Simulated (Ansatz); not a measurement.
Reaction (cleavage of the Ga–B bond): `[BH2][GaH2]` + `F[SiH2]N[SiH3]` → `F[SiH2][N]([SiH3])[GaH2]` + BH₃

Calculated with Ansatz (gas phase, PBE0-D4/def2-TZVP geometries, no zero-point term in ΔE). CCSD(T)/CBS adds triple-zeta CCSD(T) − MP2 to the extrapolated MP2 energy (def2 sets, frozen cores). This one scheme is used for every species. Functionals use def2-TZVPP. B3LYP here is the variant with VWN-RPA as its local correlation; programs differ in this. For Ga outer-core shells are correlated without core-valence functions, which leaves a few kJ/mol of doubt a bond. Scalar relativity is left out up to krypton. One conformer a species, not always the lowest.

```tsv
level	ΔE (kJ/mol)	difference from CCSD(T)/CBS
PBE-D4	-58.1	17.7
r2SCAN-D4	-66.1	9.7
PBE0-D4	-62.8	13.0
B3LYP-D4	-71.2	4.6
ωB97X-V	-69.6	6.2
ωB97M-V	-69.8	6.0
B2PLYP	-71.4	4.4
PBE	-50.1	25.7
r2SCAN	-64.1	11.7
PBE0	-55.8	20.0
B3LYP	-58.3	17.5
HF/def2-TZVPP	-72.6	3.2
MP2/def2-TZVPP	-88.1	-12.3
SCS-MP2/def2-TZVPP	-86.2	-10.4
CCSD/def2-TZVPP	-75.4	0.4
CCSD(T)/def2-TZVPP	-78.4	-2.6
HF/def2-QZVPP	-73.2	2.6
MP2/def2-QZVPP	-86.9	-11.1
SCS-MP2/def2-QZVPP	-84.9	-9.1
HF/CBS(def2)	-73.3	2.5
MP2/CBS(def2)	-85.6	-9.8
CCSD/CBS(def2)	-72.8	3.0
CCSD(T)/CBS	-75.8	0
```

Largest T1 diagnostic among the species: 0.014.

In def2-TZVPP, CCSD(T) changes the Hartree–Fock value by −5.8 kJ/mol (the triples alone add −3.0 kJ/mol) and MP2 by −15.5 kJ/mol. From PBE to PBE0 (25 % exact exchange), in def2-TZVPP and without D4, ΔE moves by −5.6 kJ/mol.
